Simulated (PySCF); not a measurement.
C2H6GeO3, SMILES C[C]([GeH]([OH])[OH])=O. Geometry: PBE-D3(BJ)/def2-SVP. The structure was generated by enumeration, and PubChem lists no compound with its InChIKey, so it may never have been made. Other conformers were not sampled.

**Question.** Give the equilibrium geometry at PBE-D3(BJ)/def2-SVP (PySCF confirms it by a frequency run) as a Z-matrix. (An estimate is asked for; the answer gives what the named calculation found.)

**Answer.** Several could match; the one computed here: 
```
Ge
O 1 1.7993
H 2 0.9758 1 111.22
O 1 1.8071 2 105.30 3 46.52
H 4 0.9751 1 110.93 2 -142.13
H 1 1.5616 2 113.93 3 -72.77
C 1 2.0244 6 112.55 4 -124.44
O 7 1.2177 1 118.45 6 25.98
C 7 1.5063 8 124.82 1 -179.08
H 9 1.1071 7 110.96 8 -6.08
H 9 1.1098 10 111.68 7 122.74
H 9 1.1119 10 110.03 11 117.13
```
Charge 0, spin multiplicity 1.
